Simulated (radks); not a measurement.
Species: the zirconium ion Zr2+. Configuration: [Kr] 4d2 (the NIST ground configuration). Calculated with a radial shooting solver on a logarithmic mesh with Libxc functionals: scalar-relativistic Kohn-Sham, exchange-only B88, spin-unpolarised, spherical densities, finite nucleus; Fermi nuclear charge, rms radius 4.2694 fm.

Normalised radial functions P(r) = r R(r), r in bohr:

r,4s,5p
0.006278,0.1383,0.0037
0.008373,0.1657,0.0062
0.01126,0.1921,0.0103
0.01501,0.2101,0.0167
0.02019,0.2109,0.0267
0.02692,0.1819,0.0408
0.0362,0.1082,0.0601
0.04828,-0.0121,0.0819
0.06491,-0.1707,0.1020
0.08658,-0.3107,0.1084
0.1164,-0.3532,0.0861
0.1552,-0.2135,0.0252
0.2087,0.1154,-0.0691
0.2784,0.4559,-0.1510
0.3743,0.5422,-0.1602
0.4992,0.1973,-0.0568
0.6712,-0.4460,0.1279
0.8952,-0.9500,0.2709
1.204,-1.0174,0.2521
1.605,-0.6986,0.0359
2.158,-0.3087,-0.2890
2.879,-0.0874,-0.5330
3.87,-0.0132,-0.5660
5.162,-0.0010,-0.3932
6.94,0.0000,-0.1679
9.256,0.0000,-0.0414
12.44,0.0000,-0.0046

4s: eigenvalue -67.853 eV, 3 radial nodes at r = 0.0471, 0.190, 0.550 bohr, <r> = 1.21 bohr, 90 % of the charge inside 1.77 bohr. 5p (empty): eigenvalue -11.210 eV, 3 radial nodes at r = 0.169, 0.551, 1.66 bohr, <r> = 3.89 bohr, 90 % of the charge inside 5.65 bohr.
